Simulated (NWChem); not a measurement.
Program: NWChem. System: disiloxane (H6OSi2), charge 0, spin multiplicity 1, at a geometry optimised with PBE0/def2-SVP. Level: CCSD(T)/cc-pVDZ, 11 core orbitals frozen.

NWChem printed:

```
             Northwest Computational Chemistry Package (NWChem) 7.3.0
             --------------------------------------------------------

                                NWChem Input Module
                                -------------------

 Scaling coordinates for geometry "geometry" by  1.889725989
 (inverse scale =  0.529177249)

                             Geometry "geometry" -> ""
                             -------------------------

 Output coordinates in angstroms (scale by  1.889725989 to convert to a.u.)

  No.       Tag          Charge          X              Y              Z
 ---- ---------------- ---------- -------------- -------------- --------------
    1 Si                  14.0000     0.38345900    -1.55267600     0.00484700
    2 O                    8.0000    -0.35781800    -0.07342000    -0.01848600
    3 Si                  14.0000    -0.25879300     1.57825800     0.00203100
    4 H                    1.0000     0.61656000    -1.98979100     1.41390900
    5 H                    1.0000    -0.49837500    -2.54121700    -0.67794600
    6 H                    1.0000     1.69809000    -1.48578800    -0.70474200
    7 H                    1.0000     0.99778100     2.03165500    -0.67012900
    8 H                    1.0000    -0.26058000     2.07582200     1.41023700
    9 H                    1.0000    -1.43625100     2.13854300    -0.71972800

 Effective nuclear repulsion energy (a.u.)     157.3740470253

            Nuclear Dipole moment (a.u.)
            ----------------------------
        X                 Y               Z
 ---------------- ---------------- ----------------
     0.0000094486     0.0000226767     0.0000094486


 Summary of "ao basis" -> "" (spherical)
 ------------------------------------------------------------------------------
       Tag                 Description            Shells   Functions and Types
 ---------------- ------------------------------  ------  ---------------------
 *                          cc-pvdz                   on all atoms

 Summary of "ao basis" -> "ao basis" (spherical)
 ------------------------------------------------------------------------------
       Tag                 Description            Shells   Functions and Types
 ---------------- ------------------------------  ------  ---------------------
 Si                         cc-pvdz                  8       18   4s3p1d
 O                          cc-pvdz                  6       14   3s2p1d
[...]
 ccsd(t): done       18 out of       59 progress:   30.5%
 ccsd(t): done       19 out of       59 progress:   32.2%
 ccsd(t): done       20 out of       59 progress:   33.9%
 ccsd(t): done       21 out of       59 progress:   35.6%
 ccsd(t): done       22 out of       59 progress:   37.3%
 ccsd(t): done       23 out of       59 progress:   39.0%
 ccsd(t): done       24 out of       59 progress:   40.7%
 ccsd(t): done       25 out of       59 progress:   42.4%
 ccsd(t): done       26 out of       59 progress:   44.1%
 ccsd(t): done       27 out of       59 progress:   45.8%
 ccsd(t): done       28 out of       59 progress:   47.5%
 ccsd(t): done       29 out of       59 progress:   49.2%
 ccsd(t): done       30 out of       59 progress:   50.8%
 ccsd(t): done       31 out of       59 progress:   52.5%
 ccsd(t): done       32 out of       59 progress:   54.2%
 ccsd(t): done       33 out of       59 progress:   55.9%
 ccsd(t): done       34 out of       59 progress:   57.6%
 ccsd(t): done       35 out of       59 progress:   59.3%
 ccsd(t): done       36 out of       59 progress:   61.0%
 ccsd(t): done       37 out of       59 progress:   62.7%
 ccsd(t): done       38 out of       59 progress:   64.4%
 ccsd(t): done       39 out of       59 progress:   66.1%
 ccsd(t): done       40 out of       59 progress:   67.8%
 ccsd(t): done       41 out of       59 progress:   69.5%
 ccsd(t): done       42 out of       59 progress:   71.2%
 ccsd(t): done       43 out of       59 progress:   72.9%
 ccsd(t): done       44 out of       59 progress:   74.6%
 ccsd(t): done       45 out of       59 progress:   76.3%
 ccsd(t): done       46 out of       59 progress:   78.0%
 ccsd(t): done       47 out of       59 progress:   79.7%
 ccsd(t): done       48 out of       59 progress:   81.4%
 ccsd(t): done       49 out of       59 progress:   83.1%
 ccsd(t): done       50 out of       59 progress:   84.7%
 ccsd(t): done       51 out of       59 progress:   86.4%
 ccsd(t): done       52 out of       59 progress:   88.1%
 ccsd(t): done       53 out of       59 progress:   89.8%
 ccsd(t): done       54 out of       59 progress:   91.5%
 ccsd(t): done       55 out of       59 progress:   93.2%
 ccsd(t): done       56 out of       59 progress:   94.9%
 ccsd(t): done       57 out of       59 progress:   96.6%
 ccsd(t): done       58 out of       59 progress:   98.3%
 ccsd(t): done       59 out of       59 progress:  100.0%
 Time for integral evaluation pass     1        9.21
 Time for triples evaluation pass      1        4.73

 pseudo-e(mp4)  -0.95988287280055E-02
 pseudo-e(mp5)   0.60198294774573E-03
        e(t)    -0.89968457802598E-02

 --------------
 CCSD(T) Energy
 --------------
 Reference energy:                    -656.286155193555828

 CCSD corr. energy:                     -0.436580139401178
 T(CCSD) corr. energy:                  -0.009598828728005
 Total CCSD+T(CCSD) energy:           -656.732334161685003

 CCSD corr. energy:                     -0.436580139401178
 (T) corr. energy:                      -0.008996845780260
 Total CCSD(T) energy:                -656.731732178737275

 routine      calls  cpu(0)   cpu-min  cpu-ave  cpu-max   i/o
 aoccsd          1     0.01     0.01     0.01     0.01    0.00
 iterdrv         1     0.02     0.02     0.02     0.02    0.00
 pampt          11     0.10     0.10     0.10     0.10    0.00
 t2pm           11     0.17     0.17     0.17     0.17    0.00
 sxy            11     1.11     1.11     1.11     1.11    0.00
 ints      7345140    95.89    95.89    95.89    95.89    0.00
 t2eri        9020    14.82    14.82    14.82    14.82    0.00
 idx2         9020     1.48     1.48     1.48     1.48    0.00
 idx34          11     0.10     0.10     0.10     0.10    0.00
 ht2pm          11     0.26     0.26     0.26     0.26    0.00
 itm            11     1.24     1.24     1.24     1.24    0.00
 pdiis          11     0.03     0.03     0.03     0.03    0.00
 triples         1     0.00     0.00     0.00     0.00    0.00
 rdtrpo          1     0.01     0.01     0.01     0.01    0.00
 trpmos          1     9.21     9.21     9.21     9.21    0.00
 trpdrv          1     0.62     0.62     0.62     0.62    0.00
 dovvv       64900     2.11     2.11     2.11     2.11    0.00
 doooo       64900     0.54     0.54     0.54     0.54    0.00
 tengy       59000     1.42     1.42     1.42     1.42    0.00
 Total               129.14   129.14   129.14   129.14    0.00

 Task  times  cpu:      143.4s     wall:      143.4s

 Total times  cpu:      143.5s     wall:      143.5s
```

Q: Write an NWChem input that would produce this output.

A: Several could match; the one computed here: 
```
start mol
memory heap 100 mb stack 700 mb global 1900 mb
geometry units angstroms nocenter noautoz noautosym
  Si     0.383459    -1.552676     0.004847
  O     -0.357818    -0.073420    -0.018486
  Si    -0.258793     1.578258     0.002031
  H      0.616560    -1.989791     1.413909
  H     -0.498375    -2.541217    -0.677946
  H      1.698090    -1.485788    -0.704742
  H      0.997781     2.031655    -0.670129
  H     -0.260580     2.075822     1.410237
  H     -1.436251     2.138543    -0.719728
end
basis spherical
  * library cc-pvdz
end
scf
  rhf
  nopen 0
  maxiter 100
  thresh 1e-7
  semidirect memsize 60000000 filesize 0
end
ccsd
  freeze core 11
  maxiter 60
end
task ccsd(t) energy
```
